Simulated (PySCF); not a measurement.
**C₆ coefficients of unlike pairs at UHF**

Calculated with PySCF 2.14 from the dipole response of each species, C₆(A,B) = (3/π) ∫ α_A(iu) α_B(iu) du, in atomic units, from isotropic polarisabilities. For ions this is the dispersion term alone; charge-induced terms of lower order in 1/R come first.

| species | configuration | basis | relativity | α (bohr³) | C₆ (like pair) |
| --- | --- | --- | --- | --- | --- |
| Cl(2+) | [Ne] 3s2 3p3 (4S) | dyall-av3z (19s12p3d2f) | none | 5.942 | 21.17 |
| Zn+ | [Ar] 3d10 4s1 (2S) | aug-cc-pVTZ-DK (8s7p5d3f2g) | spin-free X2C | 23.72 | 101.6 |
| Al(3+) | [Ne] (1S) | aug-cc-pV(D+d)Z (5s4p3d) | none | 0.2204 | 0.1630 |
| Ar(2+) | [Ne] 3s2 3p4 (3P) | aug-cc-pwCVTZ (8s7p5d3f) | none | 4.804 | 16.84 |

Estimate C₆ for Zn+ with Cl(2+).

The integral gives 41.37. The combination rule 2 C_A C_B / (C_A α_B/α_A + C_B α_A/α_B) gives 39.14 and the geometric mean 46.39.

No spin-orbit coupling is included.

The other pairs:

```
          pair     C₆
   Al(3+), Zn+  2.317
Ar(2+), Cl(2+)  18.80
Al(3+), Cl(2+)  1.370
Ar(2+), Al(3+)  1.303
   Ar(2+), Zn+  35.60
```
